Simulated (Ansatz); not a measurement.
CH₄ClFO₂Sn (`C[O][Sn]([OH])([F])[Cl]`) at its PBE0-D4/def2-TZVP geometry, where that method's forces vanish. Charge 0, multiplicity 1. Sn takes the def2 core potential.

```xyz
10

C     1.0229   -1.2268   -0.7895
O     0.5837   -0.9109    0.5212
Sn   -0.7104    0.4822    0.8123
O     0.0373    2.1979    0.3258
F    -1.0732    0.4531    2.6712
Cl   -2.6942    0.1247   -0.2951
H     1.5393   -0.3853   -1.2634
H     0.1975   -1.5470   -1.4350
H     1.7267   -2.0563   -0.6975
H    -0.6295    2.8684    0.1501
```

Problem. What forces (eV/Å) does PBE-D4/def2-TZVPP give on these atoms in Ansatz? (An estimate is asked.)

Solution. The calculation gave: 
```
C1   0.028  0.003 -0.247
O2   0.354 -0.419  0.417
Sn3 -0.274  0.020 -0.232
O4   0.662  0.297 -0.086
F5  -0.121 -0.024  0.719
Cl6 -0.415 -0.081 -0.229
H7   0.120  0.159 -0.128
H8  -0.155 -0.076 -0.160
H9   0.154 -0.184  0.027
H10 -0.354  0.304 -0.079
```
